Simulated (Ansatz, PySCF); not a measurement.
Molecule: B$_{2}$F$_{3}$, charge 0, multiplicity 2. SMILES: F[B]B(F)F
Structure (B3LYP-D3(BJ)/def2-TZVP (Ansatz, a first-principles code) minimum search):
```
B
F 1 1.3291
F 1 1.3291 2 117.62
B 1 1.6631 2 120.74 3 -169.25
F 4 1.2931 1 141.53 2 -95.54
```
Charge 0, spin multiplicity 2.

Property: enthalpy of formation at 298 K, in kcal/mol. Terms: dispersion terms only where a functional's name holds one; six Cartesian d functions in 6-31G* and its kin unless marked 5d; valence correlation only; UHF or UKS for open shells; non-relativistic; spin-orbit terms left out; 6-311+G** with 5d; LANL2DZ all-electron up to Ne. CBS(X,Y): correlation extrapolated as X^-3; Hartree-Fock from the larger set. [CCSD(T)-MP2]/basis is that difference in the basis named. Ab initio and DFT rows: single points at B3LYP-D3(BJ) geometries (Ansatz), with unscaled harmonic terms from B3LYP/6-31G* at its own minima, enthalpies of formation by atomisation with measured atoms.

Coupled cluster (Ansatz) is a level with limits of its own, used here on species with T1 under 0.025 (0.045 for open shells) and stable references: RI-MP2/CBS(cc-pVTZ,cc-pVQZ)+[CCSD(T)-MP2]/cc-pVTZ.

Value to compare with, RI-MP2/CBS(cc-pVTZ,cc-pVQZ)+[CCSD(T)-MP2]/cc-pVTZ (Ansatz): -188.0 kcal/mol.

| level | program | enthalpy of formation at 298 K (kcal/mol) | difference |
|---|---|---|---|
| HF/3-21G | Ansatz | -47.0 | 141.0 |
| HF/LANL2DZ | Ansatz | 11.9 | 199.9 |
| HF/6-31G* | Ansatz | -71.9 | 116.1 |
| B3LYP/3-21G | Ansatz | -192.3 | -4.3 |
| B3LYP/6-31G* | Ansatz | -199.0 | -11.0 |
| M06-2X/6-31G* (5d) | PySCF | -203.7 | -15.7 |
| M06-2X/6-311+G** | PySCF | -185.5 | 2.5 |
| r2SCAN-D4/def2-TZVPD | Ansatz + dftd4 | -203.3 | -15.3 |
| B3LYP/def2-TZVPD | Ansatz | -189.8 | -1.8 |
| B3LYP-D3(BJ)/def2-TZVPD | Ansatz + dftd3 | -192.3 | -4.3 |

Among the 7 habitual levels, HF/LANL2DZ lies farthest from RI-MP2/CBS(cc-pVTZ,cc-pVQZ)+[CCSD(T)-MP2]/cc-pVTZ (Ansatz) (199.9 kcal/mol) and M06-2X/6-311+G** nearest (2.5); 4 of 7 lie above it, and their mean absolute difference is 70.1 kcal/mol, the median 15.7. One case shows no general order.

The levels are drawn from those run, B3LYP/6-31G* more often than the rest, none by its result; runs whose electronic state is in doubt are left out.
